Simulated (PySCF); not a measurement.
Assigning NMR signals

Geometry (Å), atoms numbered from 1 in this order:
```xyz
16

C    -1.8013   -0.3717    0.8088
C    -1.0141    0.2624   -0.2959
N    -1.1112    1.4226   -0.7555
C     0.0338   -0.6432   -0.9362
C     1.1879   -0.7743    0.0050
O     1.4294   -1.7147    0.7049
C     2.0747    0.5054    0.0983
F     1.4877    1.4185    0.8878
F     3.2704    0.2376    0.6249
F     2.2814    1.0793   -1.0913
H    -2.4880   -1.1055    0.3875
H    -1.1394   -0.8921    1.4984
H    -2.3783    0.3726    1.3533
H    -1.8068    2.0230   -0.3226
H     0.3552   -0.1780   -1.8684
H    -0.3888   -1.6330   -1.1105
```

[PySCF 2.14.0 with density-fitted response routines: geometry from GFN2-xTB; GIAO PBE0/pcSseg-1 shieldings; in vacuum; fast rotation and ring inversion assumed for equivalent nuclei; relativity neglected; one conformer]

Shifts are taken against calculated references (same method and geometry level): 13C (σref 186.93), 1H (σref 31.72) vs TMS.

(1) Assign these signals to the numbered atoms. 13C{1H} NMR (computed): δ 197.9 (C), 173.0 (C), 124.8 (C), 57.1 (CH2), 28.1 (CH3).

(2) Assign these signals to the numbered atoms. 1H NMR (400 MHz, computed): δ 11.16 (br s, 1H), 3.83 (s, 2H), 1.97 (s, 3H).

Answers

(1) 
```tsv
δ (ppm)	atoms	environment	reason
197.9	C5	carbon bonded to 2 C, O	–
173.0	C2	carbon bonded to 2 C, N	–
124.8	C7	carbon bonded to C, 3 F	–
57.1	C4	carbon bonded to 2 C, 2 H	–
28.1	C1	carbon bonded to C, 3 H	–
```

(2) 
| δ (ppm) | atoms | environment | reason |
| --- | --- | --- | --- |
| 11.16 | H14 | hydrogen on a nitrogen bonded to C | – |
| 3.83 | H15/H16 | hydrogen on a carbon bonded to 2 C | – |
| 1.97 | H11/H12/H13 | hydrogen on a carbon bonded to C | – |

OH and NH positions are those of a molecule without intermolecular hydrogen bonds; in solution they move with solvent, concentration and temperature, and exchange usually removes their couplings. Splittings by 19F in the carbon and heteronuclear signals aren't shown, as no couplings were computed. Shifts are as computed. Against solution values, carbons near 30 ppm lie about +3 ppm off and those near 130 ppm about +5 ppm (rms about the fit 2.1 ppm; single classes can miss by 10 ppm). Of 1328 compounds with measured shifts, 309 miss one by over three times the rms of a fit or turn the order of signals round; such compounds aren't used in these exercises. Signals without a measured value on file couldn't be tested in this way; 1H shifts scatter by 0.2 ppm about their fit, and single ones miss by 0.5 ppm. Multiplicities follow the n + 1 count of equivalent neighbours, as no J values were calculated; m marks all less simple cases, F and P coupling included.
